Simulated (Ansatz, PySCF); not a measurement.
phosphorus nitride (NP), SMILES P#N.

Geometry: B3LYP-D3(BJ)/def2-TZVPD.

Two levels are set side by side: PBE/def2-TZVPD (Ansatz, a program for electronic structure) and EOM-CCSD/aug-cc-pVDZ (PySCF). PBE by ΔSCF, the other level by its IP root; same geometry, the bases differ. Differences are taken from unrounded values.

```json
[
 {"quantity": "vertical ionisation energy (eV)", "EOM-CCSD": "11.73"}
]
```

Problem. What does PBE give, and how far is it from EOM-CCSD? (The exact figures need the calculation; the answer reports its results.)

Solution. 
| quantity | PBE | PBE minus EOM-CCSD |
|---|---|---|
| vertical ionisation energy (eV) | 11.74 | 0.01 |

Here PBE gives about what the other level gives.
